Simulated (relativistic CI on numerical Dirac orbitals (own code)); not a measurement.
## Slater and spin-orbit integrals, Re67+

Computed by Dirac-Coulomb-Breit CI, KLI orbitals optimised for each configuration, QED by a radiative potential, unscaled Slater integrals (own radial code, finite nucleus).

Slater integrals F^k, G^k are unscaled and averaged over j, outside the closed core 1s2; ζ comes from projecting the Hamiltonian with its Breit term on Σ l·s of the shell.

- 2s²2p⁴: F^2(2p,2p) = 1.4259e+06, ζ(2p) = 8.0545e+06 cm⁻¹; <r>(2p) = 0.06567, <r^2>(2p) = 0.00527 (bohr units).
- 2s2p⁵: G^1(2s,2p) = 1.5469e+06, ζ(2p) = 8.0371e+06 cm⁻¹; <r>(2s) = 0.07372, <r^2>(2s) = 0.006467, <r>(2p) = 0.06574, <r^2>(2p) = 0.00528 (bohr units).
- 2p⁵3s: ζ(2p) = 8.1114e+06, G^1(2p,3s) = 155710 cm⁻¹; <r>(2p) = 0.06552, <r^2>(2p) = 0.005246, <r>(3s) = 0.1748, <r^2>(3s) = 0.03498 (bohr units).

Averages of the first 10 configurations, taken without configuration mixing, which lowers the lowest level and can move excited configurations by several eV; other configurations of the list can lie among them:

```csv
Configuration,Parity,States,Average energy above the lowest level (eV)
2s²2p⁴,even,15,1008.0
2s2p⁵,odd,12,2440.2
2p⁶,even,1,3935.7
2p⁵3s,odd,12,13247.7
2s²2p³3s,odd,40,10392.6
2p⁵3p,even,36,13650.0
2p⁵3d,odd,60,13983.2
2s²2p³3p,even,120,10807.0
2s²2p³3d,odd,200,11140.3
2s2p⁴3s,even,60,11788.3
```
